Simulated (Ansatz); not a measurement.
Born–Oppenheimer molecular dynamics of C₅H₁₀OSi (17 atoms, charge 0, multiplicity 1). It starts from a relaxed structure.

Theory: Ansatz 0.2.0, RKS PBE/STO-3G.

* ensemble: NVT, Nosé–Hoover chain
* time step: 0.5 fs
* steps asked: 166
* set temperature: 700 K
* thermostat: time constant 3 fs, chain length 1
* seed: 738435

First frame:

```xyz
17
Properties=species:S:1:pos:R:3
C 0.615 -0.497 2.224
C 0.349 -0.191 0.739
C 1.132 -0.656 -0.260
Si 0.778 -0.214 -2.036
O -0.467 1.007 -2.054
C -1.433 0.645 -1.003
C -0.872 0.724 0.472
H -0.246 -1.032 2.673
H 1.521 -1.119 2.344
H 0.754 0.443 2.797
H 1.993 -1.297 -0.002
H 0.362 -1.411 -2.773
H 1.931 0.368 -2.714
H -1.876 -0.378 -1.150
H -2.273 1.377 -1.086
H -1.693 0.453 1.169
H -0.594 1.777 0.701
```

Task: How far do the bonds stretch over the last three quarters of this one trajectory? (Pairs bonded in most of those frames.)

Result: 
```csv
bond,mean (Å),spread (Å),shortest,longest
C1–C2,1.541,0.015,1.52,1.57
C1–H8,1.114,0.034,1.05,1.17
C1–H9,1.106,0.010,1.09,1.13
C1–H10,1.111,0.034,1.05,1.17
C2–C3,1.351,0.030,1.28,1.40
C2–C7,1.545,0.036,1.47,1.60
C3–Si4,1.899,0.117,1.72,2.08
C3–H11,1.107,0.020,1.07,1.15
Si4–O5,1.772,0.043,1.69,1.83
Si4–H12,1.469,0.045,1.39,1.55
Si4–H13,1.465,0.019,1.43,1.51
O5–C6,1.475,0.034,1.41,1.57
C6–C7,1.596,0.044,1.53,1.68
C6–H14,1.140,0.064,1.03,1.26
C6–H15,1.130,0.058,1.03,1.24
C7–H16,1.119,0.029,1.06,1.17
C7–H17,1.114,0.027,1.07,1.16
```

Mean temperature of the second half: 670 K. The conserved energy stayed within 1 meV per atom of its start (net change 0.69 meV per atom), so the integration is sound. A run of 0.083 ps of so small a system gives no equilibrium averages. Limits of this set-up: minimal basis.

The run took 11 min on 1 thread of Intel(R) Xeon(R) Platinum 8488C (Sapphire Rapids), with other jobs on the host, peak memory 0.23 GiB.
